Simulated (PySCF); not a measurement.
PySCF job for In(Me)2 (C₂H₆In), SMILES [CH3][In][CH3], multiplicity 2, PBE0-D3(BJ)/def2-SVP. Coordinates come from a PBE0-D3(BJ)/def2-SVP optimisation. The spin state was assumed, not searched. The isomer is the one that the SMILES or the coordinates give; other isomers of the formula were not compared. The def2 effective core potentials stand for the cores of In; spin–orbit coupling is left out.

```python
import numpy as np
from pyscf import gto, scf, dft, df
from pyscf.hessian import thermo

mol = gto.M(
    atom='''
    In    0.19670462    0.08151822    0.24677617
    C     0.91898454    0.08044070   -1.84433857
    H     1.31645754   -0.92088784   -2.07525461
    H     1.71812709    0.81934906   -1.99409871
    H     0.07857778    0.29593977   -2.52244397
    C    -1.91019059   -0.48762813    0.60530119
    H    -2.09684220   -1.46593168    0.13420701
    H    -2.55786723    0.26311299    0.12441731
    H    -2.14974330   -0.54285063    1.67536498
    ''',
    basis='def2-SVP',
    ecp={'In': 'def2-svp'},
    charge=0,
    spin=1,
    max_memory=1600,
    verbose=3,
)
mf = dft.UKS(mol, xc='pbe0').density_fit(auxbasis='def2-universal-jkfit')
mf.disp = 'd3bj'
mf.grids.level = 3
mf.conv_tol = 1e-11
mf.max_cycle = 100
mf.kernel()
fine, coarse = mf.grids, dft.Grids(mol).set(level=1).build(with_non0tab=True)
for _ in range(3):  # follow internal instabilities
    mf.grids = coarse
    mo, _, stable, _ = mf.stability(return_status=True, nroots=4)
    mf.grids = fine
    if stable:
        break
    mf.kernel(mf.make_rdm1(mo, mf.mo_occ))

# [left out here: the lines that compute and print the analytic Hessian (its translational invariance restored by hand, since the grid's response is missing), thermochemistry and intensities]
```

Output:

```

WARN: HOMO -0.622880443379898 >= LUMO -0.622880443379898

converged SCF energy = -269.751956528943  <S^2> = 0.75304671  2S+1 = 2.0030444
<class 'pyscf.df.df_jk.DFUKS'> wavefunction is stable in the internal stability analysis

WARN: DFTD3 does not support analytical Hessian, using finite difference


WARN: Mole.unit (angstrom) is changed to Bohr

Mode                                 0                   1                   2
Irrep
Freq [cm^-1]                      -15.5561             26.7187            116.4900
Reduced mass [au]                   1.0621              1.0629              2.7988
Force const [Dyne/A]               -0.0002              0.0004              0.0224
Char temp [K]                     -22.3818             38.4422            167.6032
Normal mode                   x     y     z       x     y     z       x     y     z
       0  In                -0.00  0.01  0.00    0.00 -0.01  0.00    0.02  0.01  0.03
       1   C                -0.00 -0.02  0.00   -0.02  0.05 -0.01   -0.14 -0.04 -0.03
       2   H                -0.53 -0.20 -0.15   -0.02  0.06 -0.04   -0.13 -0.04 -0.03
       3   H                 0.37 -0.41  0.09   -0.02  0.06  0.01   -0.19 -0.02 -0.17
       4   H                 0.09  0.50  0.05   -0.02  0.07  0.01   -0.24 -0.11  0.06
       5   C                 0.01 -0.05 -0.01   -0.01  0.03 -0.00   -0.01 -0.01 -0.15
       6   H                 0.05 -0.07  0.00    0.15 -0.23  0.47    0.06  0.01 -0.22
       7   H                -0.01 -0.08 -0.03   -0.00 -0.28 -0.49    0.05  0.01 -0.20
       8   H                 0.01 -0.04 -0.01   -0.15  0.54 -0.01   -0.14 -0.06 -0.18
Mode                                 3                   4                   5
Irrep
Freq [cm^-1]                      429.1364            460.5658            573.4897
Reduced mass [au]                   4.2063              4.3239              1.1336
Force const [Dyne/A]                0.4564              0.5404              0.2197
Char temp [K]                     617.4318            662.6516            825.1240
Normal mode                   x     y     z       x     y     z       x     y     z
       0  In                -0.01 -0.01 -0.02    0.03  0.01 -0.02    0.00 -0.00 -0.00
       1   C                -0.06  0.00  0.17   -0.05  0.01  0.16   -0.02  0.00 -0.00
       2   H                -0.06 -0.00  0.19   -0.07 -0.01  0.18    0.02 -0.00  0.06
       3   H                -0.05 -0.01  0.15   -0.05 -0.01  0.12    0.02 -0.02  0.07
       4   H                -0.04 -0.01  0.14   -0.07 -0.01  0.17    0.06 -0.00 -0.10
       5   C                 0.17  0.04 -0.03   -0.16 -0.04  0.02   -0.03  0.09  0.00
       6   H                 0.16  0.05 -0.04   -0.18 -0.05  0.04    0.63 -0.00 -0.08
       7   H                 0.18  0.04 -0.04   -0.18 -0.04  0.04   -0.52 -0.31  0.06
       8   H                 0.14  0.04 -0.04   -0.12 -0.03  0.03    0.04 -0.26 -0.00
Mode                                 6                   7                   8
Irrep
Freq [cm^-1]                      589.3267            618.8224            717.5807
Reduced mass [au]                   1.1386              1.1444              1.2207
Force const [Dyne/A]                0.2330              0.2582              0.3703
Char temp [K]                     847.9100            890.3477           1032.4388
Normal mode                   x     y     z       x     y     z       x     y     z
       0  In                 0.00 -0.00  0.00    0.00  0.00 -0.00    0.00  0.00  0.01
       1   C                -0.05  0.08 -0.03   -0.06 -0.05 -0.01   -0.08 -0.03 -0.02
       2   H                -0.12 -0.12  0.66    0.17  0.08 -0.17    0.13  0.05 -0.00
       3   H                 0.18 -0.19 -0.14   -0.06  0.07  0.52   -0.03  0.02  0.44
       4   H                 0.23 -0.19 -0.44    0.20  0.13 -0.26    0.21  0.07 -0.34
       5   C                -0.00 -0.01  0.02   -0.00 -0.01  0.07   -0.00 -0.01 -0.09
       6   H                -0.03  0.02 -0.03    0.14  0.07 -0.17   -0.26 -0.08  0.18
       7   H                 0.12  0.05 -0.06    0.27  0.07 -0.17   -0.19 -0.01  0.16
       8   H                -0.13 -0.01 -0.01   -0.47 -0.10 -0.05    0.48  0.15  0.03
Mode                                 9                  10                  11
Irrep
Freq [cm^-1]                     1117.2792           1143.1615           1411.4728
Reduced mass [au]                   1.2032              1.1827              1.0619
Force const [Dyne/A]                0.8850              0.9106              1.2464
Char temp [K]                    1607.5160           1644.7548           2030.7952
Normal mode                   x     y     z       x     y     z       x     y     z
       0  In                -0.00 -0.00  0.00    0.00  0.00  0.00    0.00 -0.00  0.00
       1   C                -0.02  0.00  0.08   -0.03  0.00  0.08   -0.02 -0.03 -0.00
       2   H                 0.06  0.12 -0.34    0.07  0.12 -0.35    0.27  0.05  0.19
       3   H                 0.02 -0.11 -0.35    0.02 -0.12 -0.36   -0.05 -0.02 -0.18
       4   H                 0.22 -0.05 -0.27    0.24 -0.05 -0.29    0.04  0.39  0.06
       5   C                -0.08 -0.02  0.01    0.08  0.02 -0.01    0.00 -0.00  0.06
       6   H                 0.36 -0.04 -0.10   -0.35  0.03  0.10   -0.23  0.26 -0.42
       7   H                 0.29  0.21 -0.10   -0.29 -0.20  0.10   -0.08 -0.34 -0.38
       8   H                 0.36  0.10  0.10   -0.34 -0.09 -0.09    0.23  0.09  0.10
Mode                                12                  13                  14
Irrep
Freq [cm^-1]                     1414.6488           1422.2521           1427.3368
Reduced mass [au]                   1.0585              1.0638              1.0606
Force const [Dyne/A]                1.2481              1.2678              1.2731
Char temp [K]                    2035.3646           2046.3042           2053.6198
Normal mode                   x     y     z       x     y     z       x     y     z
       0  In                -0.00 -0.00 -0.00    0.00  0.00  0.00   -0.00  0.00 -0.00
       1   C                -0.03 -0.04 -0.01    0.04 -0.04  0.01   -0.03  0.02 -0.01
       2   H                 0.42  0.08  0.27   -0.30 -0.17  0.09    0.30  0.15 -0.05
       3   H                -0.03 -0.07 -0.26   -0.38  0.39 -0.12    0.31 -0.33  0.08
       4   H                 0.04  0.54  0.10    0.21  0.22 -0.14   -0.17 -0.12  0.13
       5   C                -0.00 -0.01 -0.04   -0.01  0.04 -0.00   -0.01  0.05  0.00
       6   H                 0.17 -0.17  0.25   -0.10 -0.08  0.28   -0.14 -0.08  0.29
       7   H                 0.04  0.24  0.30    0.13 -0.00 -0.24    0.16 -0.02 -0.32
       8   H                -0.18 -0.00 -0.07    0.11 -0.46 -0.00    0.15 -0.54  0.01
Mode                                15                  16                  17
Irrep
Freq [cm^-1]                     3049.8648           3051.5865           3159.7165
Reduced mass [au]                   1.0311              1.0310              1.1029
Force const [Dyne/A]                5.6510              5.6568              6.4875
Char temp [K]                    4388.0764           4390.5536           4546.1286
Normal mode                   x     y     z       x     y     z       x     y     z
       0  In                 0.00  0.00 -0.00   -0.00  0.00 -0.00   -0.00  0.00 -0.00
       1   C                -0.00  0.00  0.02   -0.01  0.01  0.04    0.00 -0.00  0.00
       2   H                 0.09 -0.22 -0.04    0.20 -0.52 -0.10   -0.02  0.04  0.01
       3   H                 0.14  0.13 -0.02    0.32  0.30 -0.04    0.01  0.01 -0.00
       4   H                -0.18  0.05 -0.14   -0.43  0.11 -0.33   -0.03  0.01 -0.02
       5   C                -0.04 -0.01 -0.01    0.02  0.00  0.00   -0.02  0.09 -0.00
       6   H                 0.08  0.50  0.24   -0.03 -0.21 -0.10   -0.12 -0.59 -0.29
       7   H                 0.32 -0.40  0.25   -0.14  0.17 -0.11    0.40 -0.45  0.30
       8   H                 0.07  0.02 -0.42   -0.03 -0.01  0.18   -0.01  0.02  0.03
Mode                                18                  19                  20
Irrep
Freq [cm^-1]                     3163.9575           3187.6648           3193.0004
Reduced mass [au]                   1.1033              1.1047              1.1045
Force const [Dyne/A]                6.5074              6.6134              6.6345
Char temp [K]                    4552.2304           4586.3399           4594.0167
Normal mode                   x     y     z       x     y     z       x     y     z
       0  In                -0.00  0.00  0.00   -0.00 -0.00 -0.00    0.00  0.00  0.00
       1   C                -0.05  0.07 -0.02   -0.07 -0.06 -0.02    0.00  0.00  0.00
       2   H                 0.25 -0.64 -0.15   -0.10  0.20  0.04    0.00 -0.01 -0.00
       3   H                -0.10 -0.07  0.01    0.59  0.55 -0.11   -0.01 -0.01  0.00
       4   H                 0.48 -0.11  0.38    0.31 -0.09  0.26   -0.01  0.00 -0.01
       5   C                -0.00  0.01 -0.00    0.00 -0.00  0.00    0.00  0.00  0.09
       6   H                -0.01 -0.04 -0.02   -0.00 -0.01 -0.00   -0.05 -0.29 -0.13
       7   H                 0.02 -0.03  0.02   -0.00  0.01 -0.00   -0.17  0.20 -0.11
       8   H                -0.00  0.00  0.00    0.00  0.00 -0.02    0.18  0.04 -0.82
temperature 298.1500 [K]
pressure 101325.00 [Pa]
Rotational constants [GHz] 12.87563 4.22554 3.31598
Symmetry number 1
Zero-point energy (ZPE) 0.06897 [Eh]   181079.165 [J/mol]
                           tot       elec      trans        rot        vib
Entropy [J/mol/K]       334.227      5.763    170.804    104.564     53.095
Cv [J/mol/K]             73.075      0.000     12.472     12.472     48.132
Cp [J/mol/K]             81.390      0.000     20.786     12.472     48.132
Internal energy [J/mol]                      3718.434   3718.434 188414.273
Internal energy [Eh]   -269.67736  -269.75196
Enthalpy [J/mol]                             6197.391   3718.434 188414.273
Enthalpy [Eh]          -269.67642
Gibbs free energy [J/mol]                  -44727.960 -27457.438 172584.024
Gibbs free energy [Eh] -269.71437
mode   freq/cm-1   IR/(km/mol)
   1      -15.56         0.006
   2       26.72         0.001
   3      116.49         2.207
   4      429.14        12.354
   5      460.57        43.737
   6      573.49         0.214
   7      589.33         1.322
   8      618.82         3.061
   9      717.58        63.539
  10     1117.28         3.909
  11     1143.16         0.114
  12     1411.47         5.161
  13     1414.65         3.769
  14     1422.25         0.522
  15     1427.34         8.762
  16     3049.86        15.395
  17     3051.59         8.673
  18     3159.72         7.338
  19     3163.96         7.405
  20     3187.66         3.457
  21     3193.00         3.591
max |gradient| / (hartree/bohr): 3.356559909206686e-05
APT charges: [ 5.494e-01 -2.184e-01 -2.100e-02 -4.000e-04 -3.580e-02 -2.066e-01
 -3.520e-02 -3.290e-02  9.000e-04]
```

Self-consistency was reached. The end point has an imaginary mode, so it is no minimum.

Cost: very roughly 2.7 core-minutes.
